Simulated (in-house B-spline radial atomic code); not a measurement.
Configurations of Te IX (Te8+), with energies counted from [Kr] 4d8. Level of theory: Dirac-Hartree-Fock, average of configuration, Fermi nucleus of rms radius 4.7423 fm; calculated with a radial B-spline atomic code at the basis-set limit. Energies include first-order Breit, QED and recoil terms.

Occupations are held fixed; configurations that lie above the ionisation limit could autoionise.

```
            configuration  E - E(ref) (eV)  highest orbital  its <r> (bohr)
             [Kr] 4d7 5s1           52.455            5s1/2           1.628
             [Kr] 4d7 5p1           68.161            5p3/2           1.796
             [Kr] 4d7 7p1            130.7            7p3/2           4.751
             [Kr] 4d7 8s1           139.72            8s1/2             6.3
[Ar] 3d10 4s2 4p5 4d8 4f1           162.49            4f7/2           1.197
[Ar] 3d10 4s2 4p5 4d8 8s1           224.07            8s1/2           6.296
[Ar] 3d10 4s2 4p5 4d8 8f1            233.8            8f7/2           8.711
```

**Question.** Order these further configurations by energy, lowest first.
A. [Ar] 3d10 4s2 4p5 4d8 5f1
B. [Ar] 3d10 4s2 4p5 4d8 7f1
C. [Kr] 4d7 8g1
D. [Ar] 3d10 4s2 4p5 4d8 7g1
E. [Kr] 4d7 4f1

**Answer.** E (79.054 eV), C (151.6 eV), A (199.03 eV), B (227.32 eV), D (230.62 eV).

**Question.** How far above the reference does [Kr] 4d7 7g1 lie?

**Answer.** 146.26 eV; its least bound orbital is 7g7/2 with <r> = 6.934 bohr.

**Question.** How far above the reference does [Ar] 3d10 4s2 4p5 4d8 6s1 lie?

**Answer.** 188.18 eV; its least bound orbital is 6s1/2 with <r> = 2.86 bohr.

**Question.** How far above the reference does [Kr] 4d7 6s1 lie?

**Answer.** 103.88 eV; its least bound orbital is 6s1/2 with <r> = 2.863 bohr.
